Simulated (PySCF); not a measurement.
C2HBCl2, SMILES C#CB(Cl)Cl, singlet, PBE0/def2-SVP optimised geometry.

```
6

B     -1.46     0.00     0.00
C      0.05     0.00     0.00
C      1.27     0.00     0.00
H      2.35     0.00     0.00
Cl    -2.35    -1.51     0.00
Cl    -2.34     1.51     0.00
```

Density from PBE0/def2-TZVP (PySCF) at that geometry.

Minimum of the electron density along straight lines between bonded atoms, close to the bond critical point (lines longer than 1.1 times the sum of covalent radii, or with two minima, are not listed):

```json
[
 {"bond": "B1–C2", "length / Å": "1.515", "ρ at the minimum / e bohr⁻³": "0.193", "∇²ρ there / e bohr⁻⁵": "___", "position (fraction from the first atom)": "0.33"},
 {"bond": "C2–C3", "length / Å": "1.217", "ρ at the minimum / e bohr⁻³": "___", "∇²ρ there / e bohr⁻⁵": "-1.21", "position (fraction from the first atom)": "0.48"},
 {"bond": "C3–H4", "length / Å": "1.076", "ρ at the minimum / e bohr⁻³": "___", "∇²ρ there / e bohr⁻⁵": "-1.06", "position (fraction from the first atom)": "0.67"},
 {"bond": "B1–Cl5", "length / Å": "1.748", "ρ at the minimum / e bohr⁻³": "0.154", "∇²ρ there / e bohr⁻⁵": "-0.03", "position (fraction from the first atom)": "0.30"},
 {"bond": "B1–Cl6", "length / Å": "1.748", "ρ at the minimum / e bohr⁻³": "0.154", "∇²ρ there / e bohr⁻⁵": "-0.03", "position (fraction from the first atom)": "0.30"}
]
```

### Question
Fill in the missing entries.

### Answer

- B1–C2, ∇²ρ there / e bohr⁻⁵: -0.06
- C2–C3, ρ at the minimum / e bohr⁻³: 0.411
- C3–H4, ρ at the minimum / e bohr⁻³: 0.285
